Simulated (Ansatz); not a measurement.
A nudged elastic band was laid between two geometries of FH3O2Si + H (8 atoms, charge 0, multiplicity 2).

These are results of Ansatz, UKS PBE-D4/def2-SVP, not measurements.

| Item | Value |
| --- | --- |
| movable images | 7 |
| climbing image | yes |
| spring | 5.0 eV/Å² |
| optimiser | quadratic models (default) |
| start path | through a guess of the saddle point |
| force threshold | 0.05 eV/Å |
| iteration limit | 60 |
| end points | relaxed |

Image 0:

```xyz
8
Properties=species:S:1:pos:R:3
Si 0.276 -0.498 0.440
H -1.649 1.939 2.381
H 1.608 -0.603 -0.210
F -0.483 0.800 -0.209
O -0.728 -1.810 0.223
H -1.264 -1.806 -0.589
O 0.550 -0.310 2.061
H -0.233 -0.423 2.628
```

Image 8:

```xyz
8
Properties=species:S:1:pos:R:3
Si 0.048 0.087 0.086
H -0.636 0.838 2.694
H 1.533 -0.148 0.249
F -0.202 0.068 -1.559
O -0.847 -1.292 0.572
H -1.278 -1.731 -0.185
O 0.010 0.135 2.488
H -0.551 -0.668 2.380
```

**Question.** Which bonds break or form, and what moves?

**Answer.** Bonds broken: Si1–O7. Bonds formed: H2–O7. FH3O2Si + H becomes FH2OSi + H2O.

**Question.** What energy profile does the band end with?

**Answer.** It converged. The highest image is number 3 of 0 to 8, 0.96 eV above the first end and 0.83 eV above the last; the last end lies 0.13 eV above the first. The profile has 2 maxima (images 3, 7) with wells between them (image 5): this band takes more than one step, which may be the mechanism or a detour left from its start path. A vibrational analysis at the climbing image gives one clearly imaginary mode, 894i cm⁻¹: a first-order saddle point.

```tsv
image	path coordinate (Å)	energy (eV)	Si1–O7 (Å)	H2–O7 (Å)
0	0.00	0.00	1.65	3.16
1	1.86	0.01	1.65	2.93
2	3.72	0.01	1.67	3.58
3	5.58	0.96	1.85	1.19
4	6.93	0.29	2.48	0.98
5	8.29	0.19	2.61	0.98
6	9.64	0.33	2.72	0.98
7	11.00	0.34	2.79	0.98
8	12.35	0.13	2.40	0.98
```

**Question.** What is the geometry of the highest image?

**Answer.** 
```xyz
8
Properties=species:S:1:pos:R:3
Si -0.135 -0.343 0.294
H 0.637 0.784 2.816
H 1.300 -0.100 -0.018
F -1.009 0.788 -0.523
O -0.394 -1.898 -0.285
H -1.297 -2.238 -0.141
O -0.067 0.166 2.076
H -0.959 0.131 2.506
```

Time of the run: 5.9 min on 2 threads of Arm Neoverse V2, with other jobs on the host, peak memory 0.16 GiB.
